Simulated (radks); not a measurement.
Question: Species: the samarium ion Sm3+. Configuration: [Xe] 4f5. Calculated with a radial shooting solver on a logarithmic mesh with Libxc functionals: non-relativistic Kohn-Sham, LB94 model potential, spin-polarised, spherical densities, point nucleus; open shells are filled with parallel spins first (spin-orbit coupling, left out, can overturn this in heavy ions); relativity is left out, which matters for an element this heavy. Some entries of the table are withheld. Estimate them.

| orbital | occ. | eigenvalue (eV) | <1/r> (bohr^-1) | <r> (bohr) |
|---|---|---|---|---|
| 1s up | 1 | -44239.61 | 61.50 | 0.02445 |
| 1s down | 1 | -44239.61 | 61.50 | 0.02445 |
| 2s down | 1 | -7034.362 | 14.27 | 0.1042 |
| 2s up | 1 | -7034.295 | 14.27 | 0.1042 |
| 2p down | 3 | -6687.800 | 14.31 | 0.08841 |
| 2p up | 3 | -6687.759 | 14.31 | 0.08840 |
| 3s down | 1 | -1574.083 | 5.350 | 0.2701 |
| 3s up | 1 | -1574.004 | 5.348 | 0.2702 |
| 3p down | 3 | -1419.551 | 5.294 | 0.2598 |
| 3p up | 3 | -1419.466 | 5.292 | 0.2599 |
| 3d down | 5 | -1130.691 | 5.194 | 0.2312 |
| 3d up | 5 | -1130.580 | 5.192 | 0.2313 |
| 4s up | 1 | -338.3465 | 2.268 | 0.6129 |
| 4s down | 1 | -335.2177 | 2.266 | 0.6130 |
| 4p up | 3 | -279.0586 | 2.178 | 0.6282 |
| 4p down | 3 | -275.9478 | 2.177 | 0.6283 |
| 4d up | 5 | -173.7727 | 1.980 | (1) |
| 4d down | 5 | -170.6964 | 1.980 | (2) |
| 5s up | 1 | -73.7673 | 0.9148 | 1.443 |
| 5s down | 1 | -71.2478 | 0.9029 | 1.461 |
| 5p up | 3 | -57.0428 | (3) | 1.602 |
| 5p down | 3 | -54.8939 | (4) | 1.631 |
| 4f up | 5 | -46.9955 | 1.518 | 0.8415 |
| 4f down | 0 | -44.1186 | 1.515 | 0.8477 |

Answer: 
(1) 4d up <r> (bohr): 0.6667
(2) 4d down <r> (bohr): 0.6666
(3) 5p up <1/r> (bohr^-1): 0.8160
(4) 5p down <1/r> (bohr^-1): 0.7999
